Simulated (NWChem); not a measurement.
System: CH6GaN; SMILES C[NH][GaH2]

Input file for NWChem:

```
start job
memory heap 200 mb stack 900 mb global 1100 mb
geometry units angstroms noautoz
  Ga    -0.048943    -0.832232     0.000000
  H      1.089963    -1.913668     0.000000
  H     -1.606941    -1.041851     0.000000
  N      0.509113     0.912367     0.000000
  C     -0.299075     2.115599     0.000000
  H      1.515049     1.103815     0.000000
  H     -0.121591     2.755030    -0.896290
  H     -0.121591     2.755030     0.896290
  H     -1.375893     1.849312     0.000000
end
basis spherical
  Ga library 6-31g*
  H library 6-31g*
  N library 6-31g*
  C library 6-31g*
end
dft
  xc slater vwn_5
  iterations 150
end
tddft
  nroots 6
  notriplet
end
task tddft energy
```

Structure relaxed at the PBE-D3(BJ)/def2-SVP level.

Vertical excitations in the gas phase.

### Question
Give the results of this calculation. (LDA (Slater exchange, VWN5)/6-31G* (spherical d), full TDDFT.) Quantities: lowest excitation, singlet (eV); oscillator strength of that lowest state; lowest state with f > 0.02, singlet (eV); oscillator strength of that bright state; orbital gap (eV).

### Answer
```json
{
  "lowest excitation, singlet (eV)": "4.81",
  "oscillator_strength_of_that_lowest_state": "0.160",
  "lowest state with f > 0.02, singlet (eV)": "4.81",
  "oscillator_strength_of_that_bright_state": "0.160",
  "orbital gap (eV)": "3.82"
}
```
